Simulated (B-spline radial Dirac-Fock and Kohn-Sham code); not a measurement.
# Relativistic shifts of the levels of Hf⁵⁶⁺

System: the Hf⁵⁶⁺ ion, configuration [Ne] 3s2 3p4.

Both columns are ΔSCF binding energies of the configuration average from an atomic code on a B-spline grid: non-relativistic Hartree-Fock with a point nucleus, and Dirac-Fock with a finite nucleus and the Coulomb interaction alone, averaged over the two j levels with weights 2j+1.

| shell | Hartree-Fock (eV) | Dirac-Fock (eV) | shift (eV) | shift (%) |
| --- | --- | --- | --- | --- |
| 1s | 64862.1 | 69956.7 | +5094.60 | +7.85 |
| 2s | 14013.3 | 15430.7 | +1417.40 | +10.11 |
| 3s | 5666.1 | 6097.1 | +430.97 | +7.61 |
| 3p | 5513.1 | 5703.7 | +190.59 | +3.46 |

Relativity binds 1s, 2s, 3s, 3p more strongly, among those listed most of all 2s in relative terms.

Values without a named source are computed, but for edge energies of neutral atoms, which are taken from tables.
